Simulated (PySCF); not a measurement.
**KTe⁺: one state, many levels of theory**

State: ³Σ⁻ (triplet), unpaired electrons π ↑↑. Set-up: K def2-SVP, Te def2-SVP with ECP28; scalar-relativistic core potentials (PySCF 2.14). De refers to K⁺ + Te in their high-spin ground configurations, without counterpoise correction. The functionals are run spin-unrestricted. A positive dipole points towards Te; it is taken about the centre of mass and depends on that origin.

```tsv
Level	Re (Å)	ωe (cm⁻¹)	De (eV)	μ (D)
UHF	3.814	76.1	0.365	-12.34
UHF-MP2	3.759	81.9	0.414	n/a
UHF-SCS-MP2	3.773	80.8	0.406	n/a
UHF-CCSD	3.768	81.8	0.415	n/a
UHF-CCSD(T)	3.766	82.1	0.420	n/a
PBE	3.681	84.0	0.463	-11.35
PBEsol	3.641	85.2	0.466	-11.23
BP86	3.712	79.6	0.405	-11.57
r²SCAN	3.710	81.1	0.404	-11.75
PBE0	3.674	83.8	0.433	-11.52
r²SCAN0	3.692	82.3	0.404	-11.73
```

Q: Which functional lies closest to UHF-CCSD(T) in De, which farthest, and by how much do they differ from it?

A: Closest is PBE0 (-9.2 pm in Re, +2.1 % in ωe, +0.01 eV in De against UHF-CCSD(T) in the same basis), farthest PBEsol (-12.5 pm in Re, +3.8 % in ωe, +0.05 eV in De). CCSD(T) converges more slowly with the basis than the functionals do and binds too weakly in this one, so the order can change at the basis-set limit.

Q: What does a quarter of exact exchange do here, going from PBE to PBE0?

A: PBE0 less PBE: -0.7 pm in Re, -0.2 % in ωe, -0.03 eV in De. Exact exchange removes part of the self-interaction that spreads semilocal densities, and in most molecules shortens and stiffens the bond and lowers De; so it does here.

Q: What does a quarter of exact exchange do here, going from r²SCAN to r²SCAN0?

A: r²SCAN0 less r²SCAN: -1.8 pm in Re, +1.5 % in ωe, +0.00 eV in De. Exact exchange removes part of the self-interaction that spreads semilocal densities, and in most molecules shortens and stiffens the bond and lowers De; so it does here.

Correlated steps freeze 9 core orbitals. Correlated levels converge slowly with the basis: in double zeta they bind strong bonds too weakly, by up to about 1 eV, and carry superposition errors of some tenths. These are scalar-relativistic numbers at best; spin–orbit coupling would shift them, the dissociation energy most. For an ion De counts to the pair picked by the measured ionisation energies or electron affinities, which need not be the lowest pair at this level. The state is the lowest determinant that a PBE0 search found; another state may lie lower at other levels.

The whole job (state search and all levels along the bond) took about 2 min on 1 thread of Oxide Virtual Turin-like (shared host), peak memory 0.59 GiB.
